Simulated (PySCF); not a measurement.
Compound: C6H8FOSi (doublet state).
Geometry (GFN2-xTB, Å), atoms numbered from 1 in this order:
```xyz
17
C6H8FOSi angstrom
C      2.721   -0.290   -0.781
C      1.860   -0.405    0.045
C      0.793   -0.549    1.006
C     -0.300   -1.471    0.618
O     -0.946   -1.425   -0.583
C     -0.910   -0.201   -1.272
C     -1.361    0.963   -0.384
F     -1.208    2.134   -1.112
Si    -0.292    1.031    1.218
H      3.487   -0.194   -1.492
H      1.211   -0.872    1.959
H     -0.468   -2.408    1.118
H     -1.574   -0.327   -2.131
H      0.104    0.015   -1.635
H     -2.434    0.881   -0.182
H     -1.128    0.831    2.401
H      0.438    2.301    1.197
```

The hyperfine couplings belong to this conformer and change with its torsions.

The species is `C#C[C@@H]1[CH]OC[C@H](F)[SiH2]1` [radical].

Method: UKS B3LYP, pcH-1 on C F H O Si, non-relativistic, mean-field spin-orbit, GIAO (PySCF). Geometry: GFN2-xTB, one conformer, isolated molecule. A GFN2-xTB geometry isn't a minimum of the functional, and hyperfine couplings can be far from their values at a DFT geometry. Stability of the SCF solution: not tested.

Principal values of hyperfine tensors in MHz (contact, dipolar and spin–orbit terms together), for some of the nuclei:

```
atom  isotope      A1      A2      A3
  C2      13C   78.84   80.55   89.04
 Si9     29Si  -89.19  -77.46  -74.86
 H17       1H   47.90   48.42   52.59
 H12       1H  -82.55  -50.16  -14.36
  O5      17O  -90.04    9.63   12.78
 H14       1H   10.19   11.08   19.87
  C1      13C    3.96    6.75   10.53
  C3      13C   -5.75   -3.67    0.35
```

(1) Give the isotropic coupling of each nucleus in MHz and in mT (g = 2.0033), and the anisotropic part.

(2) What spin density at the nucleus of H17 lies behind its contact coupling (g_N = 5.58569)?

(3) C4 (13C, g_N = 1.40482) isn't in the table. Its spin density at the nucleus is 0.09367 bohr⁻³. What is its contact coupling?

(4) Which nucleus of the table has the largest anisotropic coupling, and what is its form?

(5) What first-order splitting does H17 cause when the field lies along A1, A2 or A3 of its tensor (g taken as isotropic, no quadrupole term)?

Answers

(1) a_iso = (A1 + A2 + A3)/3, Ti = Ai − a_iso; 1 mT corresponds to 28.039 MHz.

| atom | a_iso (MHz) | a_iso (mT) | T1 | T2 | T3 |
| --- | --- | --- | --- | --- | --- |
| C2 | 82.81 | 2.953 | -3.96 | -2.26 | 6.23 |
| Si9 | -80.51 | -2.871 | -8.68 | 3.04 | 5.64 |
| H17 | 49.64 | 1.770 | -1.74 | -1.21 | 2.95 |
| H12 | -49.02 | -1.748 | -33.53 | -1.14 | 34.67 |
| O5 | -22.54 | -0.804 | -67.49 | 32.17 | 35.32 |
| H14 | 13.71 | 0.489 | -3.53 | -2.63 | 6.16 |
| C1 | 7.08 | 0.252 | -3.12 | -0.33 | 3.45 |
| C3 | -3.03 | -0.108 | -2.73 | -0.65 | 3.38 |

(2) a_FC = (2μ0/3) gₑ μB g_N μN ρ(0)/(2S·h) = 800.24 MHz × g_N × ρ(0)/(2S), with ρ in bohr⁻³. With a_FC = 49.64 MHz and 2S = 1, ρ(0) = 0.01111 bohr⁻³. In magnitude that is 3.5 % of the 1/π = 0.318 of a free hydrogen atom.

(3) By the same relation, a_FC = 105.3 MHz. Its full tensor has the principal values 32.74, 33.95, 249.18 MHz.

(4) O5: -67.5, 32.2, 35.3 MHz (the dipolar term alone has -67.5, 32.2, 35.2), nearly axial, close to the ratio +1:+1:−2.

(5) 2 lines (I = 1/2), spaced by |A_i|/(g × 13.996): 1.71, 1.73, 1.88 mT along the axes of A1, A2 and A3.

Time: 2.5 min of wall time (with the writing of density and orbital grids); peak memory 1.1 GiB. Hardware: one thread of an Arm Neoverse V1, shared host with 32 logical CPUs at a one-minute load of 23.
